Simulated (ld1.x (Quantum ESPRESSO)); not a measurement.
**Ranking TM potentials for palladium (Pd)**

All share these settings but for the change named:

ld1.x (Quantum ESPRESSO) 7.5 input, shortened:

```
&input
   title='Pd', zed=46., rel=1, dft='REVPBE', iswitch=3,
   config='[Kr] 4d9 5s1 5p0'
 /
 &inputp
   pseudotype=2, tm=.true., lloc=1,
   nlcc=.false.
 /
3
4S  1  0   2.00   0.00  0.95  0.95  0.0
4D  3  2   9.00   0.00  1.15  1.15  0.0
4P  2  1   6.00   0.00  1.55  1.55  0.0
 &test
   configts(1)='4s2 4p6 4d9 5s1 5p0'
 /
```

Occupied shells without a wave of their own: 5s. They enter only through the test configuration that unscreens the potential.

Test errors are all-electron minus pseudo excitation energies from the reference, over 4s2 4p6 4d10 5s0 5p0; 4s2 4p6 4d9 5s0 5p0; 4s2 4p6 4d8 5s0 5p0; 4s2 4p6 4d9.5 5s0 5p0; 4s2 4p6 4d9 5s0 5p1; 4s1 4p6 4d10 5s0 5p0; 4s2 4p5 4d10 5s0 5p0. None of these files shows a bound ghost.

The base gives 362.4 meV.

Of 12 variants that were run, those that failed, showed a ghost or another fault, or gave nearly equal values are left out.

A variant can come out equal or close to the base, since the largest error may sit in a test that the change hardly touches while other tests move.

(1) Rank these variants by their largest absolute test error, smallest first.
A. wave 4p (bound): rc 1.55 bohr becomes 4p (bound): rc 1.30 bohr
B. local potential all-electron potential smoothed inside 1.20 bohr (lloc = -2)
C. wave 4d (bound): rc 1.15 bohr becomes 4d (bound): rc 0.80 bohr

Results:

(1) B (99.3 meV), A (165.4 meV), C (354.4 meV).
